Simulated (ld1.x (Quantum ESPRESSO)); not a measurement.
**Building the PAW potential for promethium (Pm) (LDA (PZ), scalar-relativistic).**

Input for ld1.x (Quantum ESPRESSO) 7.5:

```
&input
   title='Pm', zed=61., rel=1, dft='PZ', iswitch=3,
   config='[Xe] 4f4 5d1 6s1.5 6p0.5',
   nld=3, rlderiv=3.75, eminld=-5.0, emaxld=5.0, deld=0.02
 /
 &inputp
   pseudotype=3, lpaw=.true., tm=.true., lloc=-1, rcloc=1.55,
   nlcc=.true., new_core_ps=.true., rcore=1.85,
   which_augfun='BESSEL', rmatch_augfun=2.05,
   file_pseudopw='Pm.UPF', file_wfcaegen='ae.wfc', file_wfcncgen='nc.wfc', file_beta='beta', file_chi='chi', file_wfcusgen='us.wfc'
 /
6
5S  1  0   2.00   0.00  1.90  2.00  0.0
6S  2  0   1.50   0.00  1.90  2.00  0.0
5P  2  1   6.00   0.00  2.45  3.45  0.0
6P  3  1   0.50   0.00  2.45  3.45  0.0
5D  3  2   1.00   0.00  3.15  3.30  0.0
5D  3  2   0.00   0.15  3.15  3.30  0.0
 &test
   configts(1)='5s2 5p6 5d1 6s1.5 6p0.5'
 /
```

Command:

```bash
ld1.x < Pm.in > Pm.out
```

The program printed (shortened: banner, matrices, multipoles, cross overlaps and the repeated all-electron block are left out):

```
Program LD1 v.7.5
     --------------------------- All-electron run ----------------------------

     Pm
     scalar relativistic calculation

     atomic number is 61.00
     dft =PZ   lsd =0 sic =0 latt =0  beta=0.20 tr2=1.0E-14
     Exchange-correlation= PZ
                           (   1   1   0   0   0   0   0)
     mesh =1259 r(mesh) = 100.89962 a.u. xmin = -7.00 dx = 0.01250
     1 Ry =  13.60569312 eV, c = 137.03599908

     n l     nl                  e(Ry)          e(Ha)          e(eV)
     1 0     1S 1( 2.00)     -3306.4767     -1653.2383    -44986.9072
     2 0     2S 1( 2.00)      -538.1218      -269.0609     -7321.5205
     2 1     2P 1( 6.00)      -480.8276      -240.4138     -6541.9925
     3 0     3S 1( 2.00)      -117.7880       -58.8940     -1602.5870
     3 1     3P 1( 6.00)       -99.7979       -49.8989     -1357.8189
     4 0     4S 1( 2.00)       -23.8265       -11.9132      -324.1758
     4 1     4P 1( 6.00)       -17.9076        -8.9538      -243.6453
     3 2     3D 1(10.00)       -75.0778       -37.5389     -1021.4850
     5 0     5S 1( 2.00)        -3.3783        -1.6892       -45.9642
     5 1     5P 1( 6.00)        -1.9144        -0.9572       -26.0473
     4 2     4D 1(10.00)        -9.5424        -4.7712      -129.8305
     4 3     4F 1( 4.00)        -0.6113        -0.3057        -8.3172
     5 2     5D 1( 1.00)        -0.2564        -0.1282        -3.4880
     6 0     6S 1( 1.50)        -0.3269        -0.1635        -4.4480
     6 1     6P 1( 0.50)        -0.1253        -0.0626        -1.7044

     final scf error:  9.4E-15 reached in  28 iterations

     Etot =  -20026.752789 Ry,  -10013.376394 Ha, -272477.852695 eV

     Ekin =   21356.950099 Ry,   10678.475049 Ha,  290576.109084 eV
     Encl =  -48681.325081 Ry,  -24340.662541 Ha, -662343.169874 eV
     Eh   =    7740.008980 Ry,    3870.004490 Ha,  105308.186947 eV
     Exc  =    -442.386786 Ry,    -221.193393 Ha,   -6018.978852 eV

     normalization and overlap integrals

     s(1S/1S) =  1.000000  <r> =   0.0232  <r2> =    0.0007  r(max) =   0.0148
     s(2S/2S) =  1.000000  <r> =   0.0990  <r2> =    0.0116  r(max) =   0.0843
     s(2P/2P) =  1.000000  <r> =   0.0871  <r2> =    0.0093  r(max) =   0.0673
     s(3S/3S) =  1.000000  <r> =   0.2609  <r2> =    0.0777  r(max) =   0.2379
     s(3P/3P) =  1.000000  <r> =   0.2590  <r2> =    0.0778  r(max) =   0.2350
     s(4S/4S) =  1.000000  <r> =   0.5923  <r2> =    0.3960  r(max) =   0.5497
     s(4P/4P) =  1.000000  <r> =   0.6267  <r2> =    0.4468  r(max) =   0.5779
     s(3D/3D) =  1.000000  <r> =   0.2364  <r2> =    0.0658  r(max) =   0.1924
     s(5S/5S) =  1.000000  <r> =   1.4149  <r2> =    2.2517  r(max) =   1.2701
     s(5P/5P) =  1.000000  <r> =   1.6498  <r2> =    3.0915  r(max) =   1.4393
     s(4D/4D) =  1.000000  <r> =   0.6852  <r2> =    0.5446  r(max) =   0.6000
     s(4F/4F) =  1.000000  <r> =   0.9577  <r2> =    1.2082  r(max) =   0.6229
     s(5D/5D) =  1.000000  <r> =   2.8065  <r2> =    9.5701  r(max) =   2.0424
     s(6S/6S) =  1.000000  <r> =   4.0693  <r2> =   18.7870  r(max) =   3.4526
     s(6P/6P) =  1.000000  <r> =   5.6014  <r2> =   35.9731  r(max) =   4.6605

     ------------------------ End of All-electron run ------------------------

     --------------------- Generating PAW atomic setup --------------------

      Generating local potential from pseudized AE potential:
      Matching radius rcloc =   1.5500

      Local pseudo, rcloc= 1.551 Estimated cut-off energy=    10.31 Ry

      Computing core charge for nlcc:

       r > 1.87 : true rho core
      Core charge pseudized with two Bessel functions
      Integrated core pseudo-charge :   2.83
      Wfc-us  5S rcutus= 1.992  Estimated cut-off energy=    13.42 Ry
      Wfc-us  6S rcutus= 1.992  Estimated cut-off energy=    25.65 Ry
      Wfc-us  5P rcutus= 3.453  Estimated cut-off energy=     7.53 Ry
      Wfc-us  6P rcutus= 3.453  Estimated cut-off energy=     5.82 Ry
      Wfc-us  5D rcutus= 3.284  Estimated cut-off energy=    10.73 Ry
      Wfc-us  5D rcutus= 3.284  Estimated cut-off energy=    14.16 Ry

     Required augmentation: BESSEL   radius:    2.050000
     Suggested rho cutoff for augmentation:  23.21 Ry

     Estimated PAW energy = -498.762661 Ryd

     ------------------- End of pseudopotential generation -------------------

     Computing logarithmic derivative in   3.74490
     Computing logarithmic derivative in   3.74490
     Computing the partial wave expansion
     R is outside the sphere for l=    0 j= 0.00
     R is outside the sphere for l=    0 j= 0.00
     R is outside the sphere for l=    1 j= 0.00
     R is outside the sphere for l=    1 j= 0.00
     R is outside the sphere for l=    2 j= 0.00
     R is outside the sphere for l=    2 j= 0.00

     ---------------------- Testing the pseudopotential ----------------------

     Pm
     scalar relativistic calculation

     atomic number is 61.00   valence charge is 11.00
     dft = SLA  PZ   NOGX NOGC   lsd =0 sic =0 latt =0  beta=0.20 tr2=1.0E-14
     mesh =1259 r(mesh) = 100.89962 xmin = -7.00 dx = 0.01250

     n l     nl             e AE (Ry)        e PS (Ry)    De AE-PS (Ry)
     1 0     5S   1( 2.00)       -3.37830       -3.37825       -0.00006
     2 1     5P   1( 6.00)       -1.91444       -1.91442       -0.00002
     3 2     5D   1( 1.00)       -0.25637       -0.25635       -0.00001
     2 0     6S   1( 1.50)       -0.32692       -0.32691       -0.00001
     3 1     6P   1( 0.50)       -0.12527       -0.12527       -0.00000

     eps = 5.5E-15  iter =  7

     Etot =  -20026.752789 Ry,  -10013.376394 Ha, -272477.852695 eV
     Etotps =  -498.762656 Ry,    -249.381328 Ha,   -6786.011632 eV

     Ekin =     129.431243 Ry,      64.715621 Ha,    1761.001771 eV
     Encl =    -238.890909 Ry,    -119.445454 Ha,   -3250.276396 eV
     Ehrt =      53.084124 Ry,      26.542062 Ha,     722.246302 eV
     Ecxc =    -442.387114 Ry,    -221.193557 Ha,   -6018.983309 eV
     (Ecc =      -2.449593 Ry,      -1.224796 Ha,     -33.328406 eV)

     ---------------------- End of pseudopotential test ----------------------
```

Note: ghost state, extra bound levels that the all-electron valence spectrum of the same l lacks: d at -32.0 eV. A true bound ghost makes a file unfit for plane-wave use.

Generation and configuration tests took about 5.2 s on one core of a shared server CPU.
